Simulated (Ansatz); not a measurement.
`CO[SiH](C)C` → `CC` + `CO[SiH]` at 298.15 K and 1 bar (silylene formation by 1,1-elimination).

Computed with Ansatz on PBE0-D4/def2-TZVP structures; ΔE is electronic, products minus reactants. CCSD(T)/CBS is the MP2 limit (def2-TZVPP, def2-QZVPP) plus CCSD(T) − MP2 in def2-TZVPP, frozen cores. This one scheme is used for every species. One conformer a species, not always the lowest.

| species | CCSD(T)/CBS energy (Eh) | H − E (kJ/mol) | S (J/(mol·K)) |
| --- | --- | --- | --- |
| `CO[SiH](C)C` | -484.48883 | 352.3 | 373.8 |
| `CC` | -79.71954 | 207.7 | 227.7 |
| `CO[SiH]` | -404.67988 | 143.4 | 279.5 |

H − E and S are ideal-gas, rigid-rotor, harmonic terms from PBE0-D4/def2-TZVP, for one conformer and one mirror image of each species. 1 Eh = 2625.50 kJ/mol, R = 8.31446 J/(mol·K).

Task: By hand: ΔE, ΔH, ΔS and ΔG.

Result: ΔE = (-79.71954) + (-404.67988) − (-484.48883) = 0.08941 Eh = 234.7 kJ/mol. Δ(H − E) = 207.7 + 143.4 − 352.3 = -1.2, so ΔH = 233.5 kJ/mol. ΔS = 227.7 + 279.5 − 373.8 = 133.4 J/(mol·K). ΔG = 233.5 − 298.15 × (133.4)/1000 = 193.7 kJ/mol.

Task: By hand: the equilibrium constant, and the temperature at which ΔG would vanish if ΔH and ΔS stayed fixed.

Result: log₁₀ K = −ΔG/(RT ln 10) = -33.9. ΔG = 0 at ΔH/ΔS = 1750 K.

The number of gas molecules changes by +1, which sets the sign of ΔS. A doubt of 5 kJ/mol in ΔE shifts log₁₀ K by 0.9 here. Other conformers and mirror images would add mixing entropy, several J/(mol·K) or more a flexible species. These are equilibria of isolated gas molecules and say nothing of rates. Largest T1 diagnostic: 0.015 (customary marks: 0.02 for closed shells, 0.045 for open ones).
